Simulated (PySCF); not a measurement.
Species: 4-propylpyridine, C8H11N.
SMILES: `CCCc1ccncc1`

Torsions of this conformer, `[CH3:1][CH2:2][CH2:3][c:4]1[cH:5][cH:6][n:7][cH:8][cH:9]1`: C1–C2–C3–C4 180°, C2–C3–C4–C5 89°.

The closed-shell ground state was solved at several levels (PySCF, density fitting, gas phase, non-relativistic). Isolated species at its PBE0-D3(BJ)/def2-SVP geometry (one conformer only).

```json
{"level": "wB97X-D/def2-SVPD", "basis functions": "268", "total energy (Eh)": "-365.8539", "HOMO (eV)": "-9.23", "LUMO (eV)": "1.02", "gap (eV)": "10.25", "dipole (D)": "2.90"}
{"level": "PBE0/pcSseg-1", "basis functions": "208", "total energy (Eh)": "-365.7415", "HOMO (eV)": "-7.30", "LUMO (eV)": "-0.67", "gap (eV)": "6.63", "dipole (D)": "2.86"}
```

Task: Estimate the row for wB97X-D/pcSseg-1, a basis of 208 functions; the other rows only guide the guess.

Result: Total energy -366.0535 Eh, HOMO -9.24 eV, LUMO 1.07 eV, gap 10.31 eV, dipole 2.89 D.

Task: Over all these levels, which gives the widest orbital gap and which the narrowest?

Result: wB97X-D/pcSseg-1 (range-separated hybrid) has the widest, 10.31 eV, and PBE0/pcSseg-1 (global hybrid, 25 % exact exchange) the narrowest, 6.63 eV. The two share the basis. From the narrowest to the widest the HOMO moves by -1.94 eV and the LUMO by +1.74 eV.

Task: How far do the dipole and the HOMO energy spread over the levels?

Result: The dipole runs from 2.86 to 2.90 D (mean 2.88 D) and the HOMO from -9.24 to -7.30 eV.

wB97X-D is run here without its empirical dispersion term; that term would change no orbital, density or response property at a fixed geometry.
